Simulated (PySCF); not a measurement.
SnCl, SMILES [Cl][Sn+] (connectivity only; charge and spin as stated), charge +1, multiplicity 1. Geometry optimised at PBE0-D3(BJ)/def2-TZVP. The multiplicity is an assumed one; other spin states were not compared. The def2 effective core potentials stand for the cores of Sn; spin–orbit coupling is left out.

These are PySCF with PBE0-D3(BJ)/def2-TZVP values and carry that method's errors.

Harmonic wavenumbers (cm⁻¹): 429. Rotational constants (GHz): 3.626 (linear); symmetry number 1.

Work out the zero-point energy and the ideal-gas rigid-rotor harmonic-oscillator thermochemistry at 298.15 K and 1 atm.

ZPE = ½ Σ hcν = ½ × 429 cm⁻¹ = 2.57 kJ/mol. H − E(el) = 11.98 kJ/mol. Entropy in J/(mol K): translation 171.58, rotation 70.23, vibration 3.61, total 245.41. G − E(el) = -61.19 kJ/mol. Cp = 34.99 J/(mol K).
